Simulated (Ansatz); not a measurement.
Basis-set extrapolation for C$_{7}$H$_{5}$NS (`c1ccc2scnc2c1`) (PBE0-D4/def2-TZVP geometry, frozen core, Ansatz). Multiplicity 1, RHF reference.

```csv
,def2-TZVPP,def2-QZVPP
HF,-720.096015,-720.120226
MP2 correlation,-1.459088,-1.556808
CCSD(T) correlation,-1.562725,not run
```

Energies in hartree. Use E(X) = E(∞) + A·exp(−7.88·√X) for Hartree–Fock and E(X) = E(∞) + B·X^(−2.97) for correlation, with X = 3 and 4, and add CCSD(T) minus MP2 of the smaller set to the MP2 limit.

Q: What is the CCSD(T) energy at the basis-set limit?

A: HF limit: -720.120226 + (-0.024211) × 0.13774 = -720.12356. MP2 limit: -1.556808 + (-0.097720) × 0.74074 = -1.62919. Higher-order term: -1.562725 − (-1.459088) = -0.10364. Total: -721.85639 hartree, 518.9 kJ/mol below CCSD(T)/def2-TZVPP.
